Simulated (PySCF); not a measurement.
## Working out the ionisation energy of F²⁺

F²⁺ [He] 2s2 2p3 (4S) → F³⁺ [He] 2s2 2p2 (3P). Calculation: PySCF 2.14, in x2c-TZVPPall with one added diffuse shell each of s, p, d type (6s4p3d1f, 40 functions); scalar relativity by spin-free X2C-1e. Frozen: nothing. Energies in hartree (1 hartree = 27.21139 eV):

```json
{"part": "UHF", "F²⁺ (lower)": "-97.696831", "F³⁺ (upper)": "-95.409289"}
{"part": "CCSD correlation", "F²⁺ (lower)": "-0.130178", "F³⁺ (upper)": "-0.116610"}
{"part": "(T)", "F²⁺ (lower)": "-0.001202", "F³⁺ (upper)": "-0.001208"}
```

What does Hartree-Fock give?

(-95.409289) − (-97.696831) = 2.287542 hartree = 62.247 eV.

What do CCSD and CCSD(T) give?

The CCSD correlation energies differ by 0.013568 hartree = 0.369 eV and the triples by -0.000006 hartree = 0.000 eV, so CCSD gives 62.616 eV and CCSD(T) 62.616 eV.

A first-order spin-orbit estimate adds -0.055 eV to CCSD(T) (valence and next inner shell), giving 62.561 eV against 62.708 eV (semi-empirical (NIST evaluation); NIST Atomic Spectra Database, ionization energies).

What remains against the reference includes basis incompleteness and higher excitations.
